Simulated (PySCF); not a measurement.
Species: C7H8O2.
SMILES with atom numbers: `[CH3:1][O:2][C@:3]12[CH:4]=[CH:5][C@H:6]([CH:7]=[CH:8]1)[O:9]2`

Structure used (GFN2-xTB), in Å, numbered top down from 1:
```xyz
17
C7H8O2 angstrom
C      2.536   -0.007   -0.321
O      1.444   -0.865   -0.597
C      0.225   -0.369   -0.223
C     -0.068   -0.109    1.274
C     -1.095    0.723    1.277
C     -1.410    0.966   -0.202
C     -1.993   -0.358   -0.710
C     -0.972   -1.196   -0.719
O     -0.107    0.919   -0.766
H      3.417   -0.517   -0.706
H      2.407    0.952   -0.827
H      2.641    0.163    0.755
H      0.466   -0.578    2.075
H     -1.653    1.144    2.088
H     -1.930    1.881   -0.464
H     -3.023   -0.507   -0.959
H     -0.891   -2.229   -0.985
```

Definitions: NICS(0) = −σiso at the ring centroid; NICS(1) = −σiso and NICS(1)zz = −σzz at ±1 Å along the ring normal z. Level: GIAO PBE0/pcSseg-1 (PySCF, non-relativistic, gas phase) on the GFN2-xTB geometry, one conformer.

Ring bond lengths (Å), with Mayer bond orders in brackets: C3–C4 1.548 (0.95), C4–C5 1.321 (1.85), C5–C6 1.532 (0.96), C6–O9 1.420 (0.92), O9–C3 1.436 (0.89); C3–C8 1.537 (0.94), C8–C7 1.322 (1.87), C7–C6 1.532 (0.95), C6–O9 1.420 (0.92), O9–C3 1.436 (0.89).

Task: Give the NICS values of each ring in ppm.

Result: 
```tsv
ring	type	NICS(0)	NICS(1), two faces	NICS(1)zz, two faces	rms pucker (Å)	centre to ring atoms, mean (Å)
C3–C4–C5–C6–O9	5-membered ring with O; formal bonds 1 double, 4 single	-2.8	-1.9 / -3.2	-6.7 / -1.9	0.24	1.20
C3–C8–C7–C6–O9	5-membered ring with O; formal bonds 1 double, 4 single	-2.1	-3.0 / -2.0	-2.1 / -6.4	0.24	1.19
```

Task: What can be read from them?

Result: 
- C3–C4–C5–C6–O9: mean NICS(1)zz -4.3 ppm, shielded. C3, C6 have four or more neighbours, so the value isn't read as a sign of a π ring current. The two faces differ by 4.8 ppm, so no symmetry operation interchanges them.
- C3–C8–C7–C6–O9: mean NICS(1)zz -4.2 ppm, shielded. C3, C6 have four or more neighbours, so the value isn't read as a sign of a π ring current. The two faces differ by 4.3 ppm, so no symmetry operation interchanges them.
